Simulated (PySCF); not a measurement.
Vibration and rotation of SnBr

UHF-CCSD(T) constants of SnBr, ²Π (doublet), unpaired electrons π ↑ (PySCF, scalar-relativistic core potentials, basis sets Sn cc-pVDZ-PP with ECP28, Br cc-pVDZ-PP with ECP10; masses 119.9022 and 78.9183 u):

* ωe: 240.8 cm⁻¹
* ωexe: 0.531 cm⁻¹
* Be: 0.054319 cm⁻¹
* αe: 0.000169 cm⁻¹
* D (centrifugal): 1.11e-08 cm⁻¹
* De to Sn + Br: 3.00 eV

(1) Give the vibrational terms G(v) and spacings up to v = 6.

(2) How well does the Morse estimate ωe²/(4ωexe) reproduce De, and what is D0?

Correlated steps freeze 8 core orbitals. Correlated levels converge slowly with the basis: in double zeta they bind strong bonds too weakly, by up to about 1 eV, and carry superposition errors of some tenths. These are scalar-relativistic numbers at best; spin–orbit coupling would shift them, the dissociation energy most. The state is the lowest determinant that a PBE0 search found; another state may lie lower at other levels.

Answers

(1) G(v) = ωe(v+½) − ωexe(v+½)².

```
v  G(v) (cm⁻¹)  G(v) − G(v−1)  Bv (cm⁻¹)
0        120.3                   0.05423
1        360.0          239.7    0.05407
2        598.7          238.7    0.05390
3        836.3          237.6    0.05373
4       1072.8          236.6    0.05356
5       1308.3          235.5    0.05339
6       1542.8          234.4    0.05322
```

(2) It gives 3.38 eV, 113 % of the computed De. D0 = De − G(0) = 3.00 − 0.01 = 2.99 eV.
